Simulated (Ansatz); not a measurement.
`[CH3][AlH][BH]S` + `[NH2][AlH2]` → `[CH3][AlH][NH][AlH2]` + `BS` at 400 K and 1 bar (cleavage of the Al–B bond).

Calculated with Ansatz (gas phase, PBE0-D4/def2-TZVP geometries, no zero-point term in ΔE). CCSD(T)/CBS is the MP2 limit (def2-TZVPP, def2-QZVPP) plus CCSD(T) − MP2 in def2-TZVPP, frozen cores. This one scheme is used for every species. Each species was taken in one conformer, which may not be the lowest.

```
               species  CCSD(T)/CBS energy (Eh)  H − E (kJ/mol)  S (J/(mol·K))
     `[CH3][AlH][BH]S`               -706.24963           203.7          409.4
         `[NH2][AlH2]`               -299.14566           122.0          272.0
`[CH3][AlH][NH][AlH2]`               -581.06085           225.4          398.7
                  `BS`               -424.38198            95.9          260.4
```

H − E and S are ideal-gas, rigid-rotor, harmonic terms from PBE0-D4/def2-TZVP, for one conformer and one mirror image of each species. 1 Eh = 2625.50 kJ/mol, R = 8.31446 J/(mol·K).

Question: By hand: ΔE, ΔH, ΔS and ΔG.

Answer: ΔE = (-581.06085) + (-424.38198) − (-706.24963) − (-299.14566) = -0.04754 Eh = -124.8 kJ/mol. Δ(H − E) = 225.4 + 95.9 − 203.7 − 122.0 = -4.4, so ΔH = -129.2 kJ/mol. ΔS = 398.7 + 260.4 − 409.4 − 272.0 = -22.3 J/(mol·K). ΔG = -129.2 − 400 × (-22.3)/1000 = -120.3 kJ/mol.

Question: By hand: the equilibrium constant, and the temperature at which ΔG would vanish if ΔH and ΔS stayed fixed.

Answer: log₁₀ K = −ΔG/(RT ln 10) = 15.7. ΔG = 0 at ΔH/ΔS = 5794 K, far beyond where these terms or the molecules hold.

ΔH outweighs TΔS. A doubt of 5 kJ/mol in ΔE shifts log₁₀ K by 0.7 here. Other conformers and mirror images would add mixing entropy, several J/(mol·K) or more a flexible species. Modes under 60 cm⁻¹, often nearly free rotors, make the harmonic entropy too high. These are equilibria of isolated gas molecules and say nothing of rates. Largest T1 diagnostic: 0.015 (customary marks: 0.02 for closed shells, 0.045 for open ones).
